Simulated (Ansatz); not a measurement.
Molecule: sum formula BNH5, net charge 0, doublet state. It need not be the lowest isomer of its formula. SMILES: [BH2-][NH3+]
Geometry: optimised at B3LYP-D3(BJ)/def2-TZVP (Ansatz, a quantum-chemistry and plane-wave program).

Quantity: atomisation energy (electronic, to ground-state atoms), in kJ/mol. Cores are frozen in the correlated levels unless marked. Open shells are spin-unrestricted. No spin-orbit coupling. Non-relativistic. The coupled-cluster limit lacks core correlation, which all-electron functionals hold. CBS(X,Y): correlation extrapolated as X^-3; Hartree-Fock from the larger set. [CCSD(T)-MP2]/basis is that difference in the basis named.

```tsv
level	program	atomisation energy (kJ/mol)
B97M-V/def2-TZVPD	Ansatz	2108.2
B3LYP-D4/def2-TZVPD	Ansatz + dftd4	___
r2SCAN0-D4/def2-TZVPD	Ansatz + dftd4	___
B2GP-PLYP-D3(BJ)/def2-TZVPD	Ansatz + dftd3	2080.8
RPA@PBE/cc-pVQZ	Ansatz	___
CCSD/cc-pVTZ	Ansatz	___
CCSDT/cc-pVDZ	Ansatz	1933.6
RI-MP2/CBS(aug-cc-pVTZ,aug-cc-pVQZ)+[CCSD(T)-MP2]/aug-cc-pVTZ	Ansatz	2105.9
```

Fill in the missing entries.


- B3LYP-D4/def2-TZVPD, atomisation energy (kJ/mol): 2131.0
- r2SCAN0-D4/def2-TZVPD, atomisation energy (kJ/mol): 2098.8
- RPA@PBE/cc-pVQZ, atomisation energy (kJ/mol): 2018.3
- CCSD/cc-pVTZ, atomisation energy (kJ/mol): 2031.0
